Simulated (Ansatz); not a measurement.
```yaml
crystal:
  periodic: [false, false, false]
  atoms:
    - {symbol: Sn, position_ang: [0.000409, 0.000777, -0.000612]}
    - {symbol: C, position_ang: [-0.011157, -0.005407, 2.205642]}
    - {symbol: F, position_ang: [-1.253605, -0.190747, 2.679276]}
    - {symbol: F, position_ang: [0.446001, 1.158542, 2.693379]}
    - {symbol: F, position_ang: [0.764699, -0.988091, 2.689417]}
    - {symbol: C, position_ang: [2.082777, 0.010345, -0.729397]}
    - {symbol: F, position_ang: [2.791142, 0.993759, -0.153064]}
    - {symbol: F, position_ang: [2.127375, 0.195224, -2.058013]}
    - {symbol: F, position_ang: [2.693818, -1.152676, -0.455008]}
    - {symbol: C, position_ang: [-1.045904, 1.800598, -0.731005]}
    - {symbol: F, position_ang: [-2.256524, 1.916770, -0.163170]}
    - {symbol: F, position_ang: [-1.217703, 1.752303, -2.061227]}
    - {symbol: F, position_ang: [-0.349193, 2.911918, -0.446029]}
    - {symbol: C, position_ang: [-1.025353, -1.804869, -0.745805]}
    - {symbol: F, position_ang: [-0.524480, -2.912091, -0.175385]}
    - {symbol: F, position_ang: [-0.883324, -1.926278, -2.074832]}
    - {symbol: F, position_ang: [-2.338979, -1.760096, -0.474156]}
basis:
  gaussian: {orbitals: def2-TZVP}
magnetization: {spin_polarized: true, initial_magnetization: 2}
hamiltonian: {xc: pbe0, dispersion: d4}
scf: {omitted_lower_state_checks: [starts]}
output: {orbitals: {seedname: orbitals}}
```

```sh
$ ansatz run in.yaml --threads 4 --pin off --events-out ev --progress --plain --max-ram 6963MiB
```

(1) Does this run fit into the memory that it is given?

Results:

(1) No. It has 546 basis functions, and Ansatz plans for 11 GiB where 7 GiB are given.
